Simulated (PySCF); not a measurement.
Species: FH₂In.
Numbering: `[F:1][InH2:2]` (hydrogens: H3, H4 on In2)

Level of theory: PySCF, PBE0-D3(BJ)/def2-SVP geometry optimisation, gas phase, def2 core potentials past Kr.

Problem. What internal coordinates does the optimisation give?

Solution. 
| bond | length (bohr) |
| --- | --- |
| F1–In2 | 3.722 |
| In2–H3, In2–H4 | 3.239 |

Bonds in one row agree within 0.02 bohr and their mean is given. A selection of angles:
| angle | degrees |
| --- | --- |
| F1–In2–H3 | 110.9 |
| H3–In2–H4 | 137.5 |

In2 (indium bonded to F and 2 H) is planar (angles 137.5°, 111.6° and 110.9°, sum 360.0°, 0.00 Å off the plane of its three neighbours).

Point group: C2v (tolerance 0.08 Å). Stationary, but not proved a minimum.

---

Compound: SnCl4.
Bonds: Sn1–Cl2, Sn1–Cl3, Sn1–Cl4, Sn1–Cl5.

Method used: PySCF, PBE0-D3(BJ)/def2-SVP geometry optimisation, gas phase, def2 core potentials past Kr.

(1) What internal coordinates does the optimisation give?

Results:

(1) 
```
                    bond  length (Å)
Sn1–Cl2 and 3 like bonds       2.314
```

Bonds in one row agree within 0.01 Å and their mean is given. A selection of angles:
```
      angle  degrees
Cl2–Sn1–Cl3    109.8
```

All 4 Cl–Sn bonds measure 2.312 to 2.316 Å. Sn1 (tin bonded to 4 Cl) is tetrahedral (angles from 108.8° to 110.4°).

Point group: Td (every atom within 0.08 Å of its image). Not checked by PBE0-D3(BJ)/def2-SVP frequencies.

Hardware: one thread, Intel Xeon Platinum 8488C (x86_64) (shared host). Cost: 45 s wall, 0.41 GiB resident at most. That covers the optimisation of the geometry.

---

Species: C3H3 (charge +1).
Atom-mapped SMILES: `[cH:1]1[cH:2][cH+:3]1` (hydrogens: H4 on C1; H5 on C2; H6 on C3)

Method used: PySCF, PBE0-D3(BJ)/def2-SVP geometry optimisation, gas phase.

Task: List the bond lengths and angles at this level.

Result: 
```
               bond  length (Å)
C1–C2, C1–C3, C2–C3       1.364
C1–H4, C2–H5, C3–H6       1.094
```

Bonds in one row agree within 0.01 Å and their mean is given. A selection of angles:
```
   angle  degrees
C2–C1–C3     60.0
C2–C1–H4    150.0
```

All 3 C–C bonds measure 1.364 Å. C1 (unsaturated ring CH carbon) has angles 150.0°, 150.0° and 60.0°, sum 360.0°, 0.00 Å off the plane of its three neighbours. All internal angles of the 3-membered ring C1–C2–C3 are 60.0°.

Point group: D3h (tolerance 0.08 Å). PBE0-D3(BJ)/def2-SVP frequencies: not computed here.
